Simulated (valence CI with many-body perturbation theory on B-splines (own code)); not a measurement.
Results of a calculation; reference values are marked as such.
**Ca¹⁴⁺: what the settings do**

Method: valence CI with perturbative core correlation (CI+MBPT): four valence electrons over a frozen Dirac-Fock core [He], radial functions for each j: 6 s, 6 p, 5 d, 3 f, 1 g, with the one-electron correlation potential Σ1 (screened to all orders), the two-electron term Σ2, the three-electron term Σ3, Breit, model QED; selected single and double excitations, second order for the rest, scaled by the run's own slope (own B-spline code, finite nucleus).

No measured levels were compared; by estimate levels of excited configurations hold to 0.05 to 0.15 % of their energy, terms of the ground configuration to about 0.5 %.

The reference run has the lowest level 2s2 2p2 3P_0 and an ionisation energy of 894.655 eV. Its largest variational space holds 11907 state functions.

Reference levels: 2s2 2p2 3P_1 17542, 2s2 2p2 3P_2 35919, 2s2 2p2 1D_2 108939, 2s2 2p2 1S_0 198180, 2s 2p3 5S°_2 275473, 2s 2p3 3D°_2 496874, 2s 2p3 3D°_1 497786, 2s 2p3 3D°_3 500424, 2s 2p3 3P°_0 582138, 2s 2p3 3P°_1 583205, 2s 2p3 3P°_2 586059, 2s 2p3 3S°_1 729513 cm⁻¹.

(1) Rank these changes by the mean size of the shift of these levels, smallest first.
A. highest l with Σ1, explicit Σ2 and valence Breit (higher l get mean screening factors) 3 → 2; Breit term on → off; QED terms on → off
B. logarithmic knot step 0.27 → 0.4; selection threshold (hartree) 2e-08 → 2e-07
C. size limit of the variational space 10000 → 3000

Answers

(1) C (4.9 cm⁻¹), B (7.2 cm⁻¹), A (2100 cm⁻¹).
